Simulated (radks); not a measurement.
The numbers below are computed, except where a source is named.
Spherical quantum dot in the effective-mass picture: electrons in a hard-walled sphere of radius 4.59, with a point charge +2 (a donor) at the centre, all in effective atomic units (hartree* = m*/eps^2 hartree, bohr* = eps/m* bohr), one dielectric constant everywhere. Level of theory: non-relativistic Kohn-Sham, PBEsol, spin-polarised, spherical densities (a radial shooting solver with Libxc functionals). Levels are named by radial order and angular momentum (1s, 1p, 1d, 2s, ...), and open shells are averaged over m. At N = 4 the configuration is 1s2 1p(up 2, down 0). Does electron 5 go into 2s down or 2s up or 1p up?

Answer. Into 1p up. The total energies of the other choices lie higher by 0.000886 hartree* (2s up), 0.0650 hartree* (2s down).
